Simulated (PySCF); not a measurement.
# A small calculation by hand: oscillator strength and radiative lifetime

C₂H₆BNO₂, SMILES O(B(N)O)C=C.

Coordinates come from a PBE-D3(BJ)/def2-SVP optimisation. The structure was generated by enumeration, and PubChem lists no compound with its InChIKey, so it may never have been made. Other conformers were not sampled.

TDDFT-M06-2X/def2-SVPD in PySCF puts the first singlet state with f over 0.02 at 6.29 eV (vertical), with the transition dipole (-0.028, -0.419, 0.031) in atomic units.

Find the oscillator strength, the wavelength and the radiative lifetime that this transition would have in vacuum if emission retraced absorption.


|μ|² = 0.1773 au, so |μ| = 1.07 D. ΔE = 6.29/27.211 = 0.2312 hartree. f = (2/3) ΔE |μ|² = 0.027 (the program prints 0.027).
λ = 1239.84/6.29 = 197 nm; ν = 50732 cm⁻¹.
Einstein's coefficient A = 0.6670 ν² f s⁻¹ (ν in cm⁻¹) = 4.7e7 s⁻¹, so τ = 1/A = 21 ns. This state is S1. The figure is the radiative limit of this one transition; relaxation, internal conversion, crossing to triplets and a medium change what is measured.
